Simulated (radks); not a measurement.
Values are calculated unless marked as measured or tabulated.
The nuclear charge of neutral helium is varied continuously with 2 electrons held in [He]. Code: a radial shooting solver on a logarithmic mesh with Libxc functionals. Model: non-relativistic Kohn-Sham, PBE, spin-polarised, spherical densities, point nucleus. By the Hellmann-Feynman theorem dE/dZ = E(electron-nucleus)/Z, the electronic potential at the nucleus.

Z	E (hartree)	E(electron-nucleus)/Z (hartree)	HOMO	e(HOMO) (eV)	<r> HOMO (bohr)
1.8	-2.25993	-2.96529	1s	-10.101	1.084
2	-2.89293	-3.36473	1s	-15.763	0.9459
2.2	-3.60583	-3.76427	1s	-22.516	0.8392
2.4	-4.39865	-4.16390	1s	-30.357	0.7543
2.6	-5.27140	-4.56361	1s	-39.286	0.6851
2.8	-6.22410	-4.96336	1s	-49.303	0.6276
3	-7.25675	-5.36317	1s	-60.409	0.5790

The central difference of E at Z = 2 is -3.365 hartree, to compare with the third column; the second derivative is -2 hartree.
